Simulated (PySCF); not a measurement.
**BeAl at r²SCANh**

Level: r²SCANh. basis Be aug-cc-pVDZ, Al aug-cc-pV(D+d)Z; no relativity; PySCF 2.14.

```
state                                            : ²Π (doublet), unpaired electrons π ↑
bond length                                      : 2.421 Å
harmonic wavenumber                              : 405 cm⁻¹
force constant                                   : 0.652 mdyn/Å
rotational constant Be                           : 0.4259 cm⁻¹
anharmonicity ωexe                               : 4.33 cm⁻¹
vibration–rotation constant αe                   : 0.00576 cm⁻¹
well depth De to Be + Al                         : 0.84 eV
dissociation energy D0                           : 0.82 eV
bond order (Mayer)                               : 0.96
dipole moment (positive dipole means Be(−)Al(+)) : -0.29 D
```

The state was picked by a PBE0 search and need not be the measured ground state.
